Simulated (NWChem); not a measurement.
System: SeCl$_{3}$ cation; SMILES Cl[Se+](Cl)Cl

```xyz
4

Se     0.0000     0.0000     0.5594
Cl    -1.8777     0.4583    -0.3719
Cl     1.3358     1.3969    -0.3719
Cl     0.5419    -1.8553    -0.3719
```
Atoms are numbered in this order, from 1.

Computed with NWChem. STO-3G and 3-21G are far too small for this property and stand as cheap habits. All runs use the structure optimised with B3LYP/6-31G* (spherical d). GIAO values for the isolated, static molecule; σ is the absolute isotropic shielding. Spin-orbit effects, on the heavy nuclei and on their neighbours, are missing.

```tsv
level	σ Se1 (ppm)	σ Cl2 (ppm)
KT2/pcSseg-1	0.6	97.6
PBE0/pcSseg-1	15.8	156.5
BHandHLYP/pcSseg-1	___	___
Hartree-Fock/STO-3G	2133.1	849.0
```

Question: Complete the blanks.

Answer: 
- BHandHLYP/pcSseg-1, σ Se1 (ppm): 118.5
- BHandHLYP/pcSseg-1, σ Cl2 (ppm): 210.9
